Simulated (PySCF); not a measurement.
Compound: C6H10FS (doublet state).
Geometry (GFN2-xTB, Å), atoms numbered from 1 in this order:
```
atom  x, y, z in Å
F1     3.1832   -1.2247   -0.1845
C2     2.6100    0.0287   -0.4281
C3     1.2545   -0.1013   -0.9869
C4     0.0496    0.1894   -0.1960
C5    -1.1713    0.5993   -1.0274
C6    -2.3574    0.6467   -0.0781
S7    -2.0828   -0.6521    1.1905
C8    -0.4318   -1.0713    0.5575
H9     2.6177    0.5528    0.5323
H10    3.3013    0.5151   -1.1304
H11    1.1484   -0.6512   -1.9079
H12    0.2600    0.9639    0.5504
H13   -1.3391   -0.1482   -1.8048
H14   -1.0194    1.5675   -1.5047
H15   -3.3049    0.4494   -0.5752
H16   -2.4196    1.5991    0.4486
H17   -0.5162   -1.9165   -0.1250
H18    0.2091   -1.3404    1.3934
```

The hyperfine couplings belong to this conformer and change with its torsions.

As a line formula: `C1CSC[C@H]1[CH]CF` [radical].

Method: PySCF, UKS B3LYP, pcH-1 on C F H S, non-relativistic, mean-field spin-orbit, GIAO. Isolated species at its GFN2-xTB geometry (one conformer only). The geometry wasn't refined by DFT: couplings that depend on bond lengths, twists or pyramidal angles can differ widely from those at the functional's own minimum. The SCF solution wasn't tested for stability.

Task: Predict the first-order ENDOR lines of H10, H11, H12, H18, H15, H17, H9, H14 and H13 under fast tumbling at B = 346.1 mT (X band).

Result: ν± = |νn ± a/2|, one line for each electron-spin manifold; νn = |g_N| × 7.62259 MHz/T × B.

| nuclei | isotope | g_N | νn (MHz) | a_iso (MHz) | lower line (MHz) | upper line (MHz) |
| --- | --- | --- | --- | --- | --- | --- |
| H10 | 1H | 5.5857 | 14.74 | 64.28 | 17.40 | 46.88 |
| H11 | 1H | 5.5857 | 14.74 | -58.65 | 14.59 | 44.06 |
| H12 | 1H | 5.5857 | 14.74 | 20.78 | 4.35 | 25.13 |
| H18 | 1H | 5.5857 | 14.74 | -4.46 | 12.51 | 16.96 |
| H15 | 1H | 5.5857 | 14.74 | 4.38 | 12.55 | 16.92 |
| H17 | 1H | 5.5857 | 14.74 | -3.55 | 12.96 | 16.51 |
| H9 | 1H | 5.5857 | 14.74 | 2.28 | 13.60 | 15.87 |
| H14 | 1H | 5.5857 | 14.74 | -2.16 | 13.65 | 15.82 |
| H13 | 1H | 5.5857 | 14.74 | -1.67 | 13.90 | 15.57 |

Task: Which pairs are centred on the nuclear Larmor frequency, and which on half the coupling?

Result: Centred on νn, since |a| < 2νn: H12, H18, H15, H17, H9, H14 and H13. Centred on |a|/2 and split by 2νn: H10 and H11.

Couplings of abundant isotopes left out: F1 (278.2 MHz).

Largest spin populations (Mulliken): C3 (+1.00) and C4 (-0.08). No atom but C3 exceeds +0.15. The angles at C3 add up to 358.3°, so it is nearly planar; its axial dipolar tensor and the negative coupling of its proton fit spin in a p orbital normal to that plane.
